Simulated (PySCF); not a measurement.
SMILES [I][Ge]([I])[I], doublet (B3LYP/def2-SVP optimised geometry):

```
4

I     -1.749     1.210     0.000
Ge    -0.838    -1.210     0.000
I     -1.746    -2.520     2.037
I      1.749    -1.210     0.000
```

Method: PySCF with unrestricted B3LYP/def2-TZVP, def2 effective core potentials past Kr.

Problem. What are the frontier orbital energies (α orbitals alone; a β orbital can be the lowest empty one) and the dipole moment?

Solution. HOMO-2 -7.73 eV, HOMO-1 -7.52 eV, HOMO -6.68 eV, LUMO -2.71 eV, LUMO+1 -1.33 eV; dipole moment 0.59 D.

On the same geometry unrestricted PBE/def2-TZVP, def2 effective core potentials past Kr run with PySCF gives HOMO-2 -6.88 eV, HOMO-1 -6.66 eV, HOMO -5.92 eV, LUMO -3.21 eV, LUMO+1 -1.89 eV; dipole moment 0.45 D.
